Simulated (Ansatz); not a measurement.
ClFHSn (`[F][SnH][Cl]`) radical at its PBE0-D4/def2-TZVP geometry, where that method's forces vanish. Total charge 0; spin multiplicity 2. Sn: def2 effective core potential.

```xyz
4

F    -1.2401   -1.2437   -0.2784
Sn    0.2038   -0.0071   -0.5663
Cl    1.5728   -0.3136    1.2951
H    -0.5365    1.5644   -0.4503
```

(1) What forces (eV/Å) does B3LYP-D4/def2-TZVPP give on these atoms in the Gaussian-basis code of Ansatz? (Estimate.)

Results:

(1) Ansatz gave: 
```
F1  -0.297 -0.241  0.067
Sn2  0.157  0.160 -0.390
Cl3  0.212 -0.047  0.302
H4  -0.073  0.129  0.021
```

B3LYP here is the variant with VWN-RPA as its local correlation; programs differ in this.
